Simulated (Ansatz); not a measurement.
Molecule: sum formula MgO2H2, net charge 0, singlet state. 
Coordinates optimised at B3LYP-D3(BJ)/def2-TZVP (Ansatz, a program for electronic structure):
SMILES: [OH][Mg][OH]
```xyz
5

Mg     0.0004     0.0016     0.0001
O     -0.1688    -0.0543     1.7626
O      0.1669     0.0477    -1.7630
H      0.1455    -0.1716     2.6519
H     -0.1357     0.2061    -2.6500
```

Basis-set convergence of Hartree-Fock and CCSD(T) correlation energies (hartree) with Ansatz. Valence correlation only, unless marked. No spin-orbit coupling. Non-relativistic.

```tsv
basis	functions	E(HF)	E(corr, CCSD(T))
def2-SVP	56	-350.39044	-0.43066
def2-TZVPP	122	-350.65352	-0.55203
def2-QZVPP	237	-350.67123	-0.59621
```

Extrapolating the two largest sets (X = 3 and 4) as X^-3: E(corr) = (64·(-0.59621) - 27·(-0.55203))/37 = -0.6284 Eh, an estimate of the basis-set limit. The largest set recovers 94.9 % of it, the smallest 68.5 %.
